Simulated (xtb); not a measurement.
Br$_{2}$Hg, singlet, geometry from GFN2-xTB (such geometries of metal compounds can be far from the true shape), atoms displaced at random by about 0.05 Å a coordinate; GFN2-xTB in xtb.

Here is a job for xtb.
```
$ xtb mol.xyz --gfn 2 --opt sloppy --json

# file mol.xyz
3

Hg    -0.05763372    -0.02712811     0.03127267
Br     0.05047748    -0.01066090     2.49225868
Br    -0.05101320     0.00770889    -2.36673279
```

It wrote (shortened):

```
   ID    Z sym.   atoms
    1   80 Hg     1
    2   35 Br     2, 3

           -------------------------------------------------
          |                Calculation Setup                |
           -------------------------------------------------

           -------------------------------------------------
          |                 G F N 2 - x T B                 |
           -------------------------------------------------

          ...................................................
          :                      SETUP                      :
          :.................................................:
          :  # basis functions                  24          :
          :  # atomic orbitals                  22          :
          :  # shells                            8          :
          :  # electrons                        16          :
          :  max. iterations                   250          :
          :  Hamiltonian                  GFN2-xTB          :
          :  restarted?                      false          :
          :  GBSA solvation                  false          :
          :  PC potential                    false          :
          :  electronic temp.          300.0000000     K    :
          :  accuracy                    1.0000000          :
          :  -> integral cutoff          0.2500000E+02      :
          :  -> integral neglect         0.1000000E-07      :
          :  -> SCF convergence          0.1000000E-05 Eh   :
          :  -> wf. convergence          0.1000000E-03 e    :
          :  Broyden damping             0.4000000          :
          :  net charge                          0          :
          :  unpaired electrons                  0          :
          ...................................................

 iter      E             dE          RMSdq      gap      omega  full diag
   1     -9.0295706 -0.902957E+01  0.195E+01    4.21       0.0  T
   2     -9.0338365 -0.426596E-02  0.142E+01    4.19       1.0  T
   3     -9.0372205 -0.338402E-02  0.556E+00    4.23       1.0  T
   4     -9.0376639 -0.443348E-03  0.129E+00    4.29       1.0  T
   5     -9.0378527 -0.188863E-03  0.414E-01    4.34       1.0  T
   6     -9.0378846 -0.318678E-04  0.259E-01    4.34       1.0  T
   7     -9.0378974 -0.128324E-04  0.560E-02    4.33       1.0  T
   8     -9.0378978 -0.397794E-06  0.500E-02    4.33       1.2  T
   9     -9.0378979 -0.531939E-07  0.145E-03    4.33      39.9  T
  10     -9.0378979 -0.340544E-09  0.196E-03    4.33      29.4  T
  11     -9.0378979 -0.392305E-09  0.621E-04    4.33      92.9  T
  12     -9.0378979 -0.218559E-09  0.251E-04    4.33     229.9  T

   *** convergence criteria satisfied after 12 iterations ***

         :::::::::::::::::::::::::::::::::::::::::::::::::::::
         ::                     SUMMARY                     ::
         :::::::::::::::::::::::::::::::::::::::::::::::::::::
         :: total energy              -9.033003058806 Eh    ::
         :: gradient norm              0.009703874739 Eh/a0 ::
         :: HOMO-LUMO gap              4.331266619039 eV    ::
         ::.................................................::
         :: SCC energy                -9.037898169160 Eh    ::
         :: -> isotropic ES            0.024536672082 Eh    ::
         :: -> anisotropic ES          0.003822173141 Eh    ::
         :: -> anisotropic XC         -0.015278027328 Eh    ::
         :: -> dispersion             -0.002373925214 Eh    ::
         :: repulsion energy           0.004895110354 Eh    ::
         :: add. restraining           0.000000000000 Eh    ::
         :: total charge               0.000000000000 e     ::
         :::::::::::::::::::::::::::::::::::::::::::::::::::::

      -----------------------------------------------------------
     |                   =====================                   |
     |                        A N C O P T                        |
[...]
 * total energy  :    -9.0330031 Eh     change       -0.3886669E-11 Eh
 * total energy  :    -9.0329664 Eh     change        0.3670142E-04 Eh
 * total energy  :    -9.0332706 Eh     change       -0.3042918E-03 Eh
 * total energy  :    -9.0332748 Eh     change       -0.4196555E-05 Eh
   *** GEOMETRY OPTIMIZATION CONVERGED AFTER 4 ITERATIONS ***
         :: total energy              -9.033274845779 Eh    ::
[...]
         :::::::::::::::::::::::::::::::::::::::::::::::::::::

           -------------------------------------------------
          |                Property Printout                |
           -------------------------------------------------

    * Orbital Energies and Occupations

         #    Occupation            Energy/Eh            Energy/eV
      -------------------------------------------------------------
         1        2.0000           -0.8770144             -23.8648
         2        2.0000           -0.8716970             -23.7201
         3        2.0000           -0.5702989             -15.5186
         4        2.0000           -0.4701242             -12.7927
         5        2.0000           -0.4678725             -12.7315
         6        2.0000           -0.4678721             -12.7314
         7        2.0000           -0.4525078             -12.3134
         8        2.0000           -0.4525078             -12.3134 (HOMO)
         9                         -0.2881459              -7.8409 (LUMO)
        10                         -0.1324449              -3.6040
        11                         -0.1324319              -3.6037
        12                         -0.0066491              -0.1809
        13                         -0.0032016              -0.0871
        14                         -0.0032016              -0.0871
        15                          0.0085342               0.2322
        16                          0.0085342               0.2322
        17                          0.0087460               0.2380
        18                          0.0087460               0.2380
        19                          0.0300620               0.8180
       ...                                ...                  ...
        22                          1.5488285              42.1458
      -------------------------------------------------------------
                  HL-Gap            0.1643618 Eh            4.4725 eV
             Fermi-level           -0.3703269 Eh          -10.0771 eV

     #   Z          covCN         q      C6AA      α(0)
     1  80 Hg       1.688     0.239   283.618    29.218
     2  35 Br       0.844    -0.120   188.105    22.113
     3  35 Br       0.844    -0.119   188.088    22.112

 Mol. C6AA /au·bohr⁶  :       1957.208836
 Mol. C8AA /au·bohr⁸  :     149433.335748
 Mol. α(0) /au        :         73.443259

Wiberg/Mayer (AO) data.
largest (>0.10) Wiberg bond orders for each atom

 ---------------------------------------------------------------------------
     #   Z sym  total        # sym  WBO       # sym  WBO       # sym  WBO
 ---------------------------------------------------------------------------
     1  80 Hg   2.096 --     3 Br   1.048     2 Br   1.047
     2  35 Br   1.346 --     1 Hg   1.047     3 Br   0.298
     3  35 Br   1.347 --     1 Hg   1.048     2 Br   0.298
 ---------------------------------------------------------------------------

Topologies differ in total number of bonds
Writing topology from bond orders to xtbtopo.mol

molecular dipole:
                 x           y           z       tot (Debye)
 q only:       -0.004      -0.002      -0.003
   full:       -0.011      -0.005      -0.002       0.032
molecular quadrupole (traceless):
                xx          xy          yy          xz          yz          zz
 q only:        2.493       0.001       2.496      -0.152       0.030      -4.989
  q+dip:        8.792       0.003       8.802      -0.538       0.106     -17.594
   full:       10.140       0.003      10.151      -0.620       0.122     -20.292

optimized geometry written to: xtbopt.xyz

           -------------------------------------------------
          | TOTAL ENERGY               -9.033274845779 Eh   |
          | GRADIENT NORM               0.000655180182 Eh/α |
          | HOMO-LUMO GAP               4.472513306981 eV   |
           -------------------------------------------------

normal termination of xtb
```
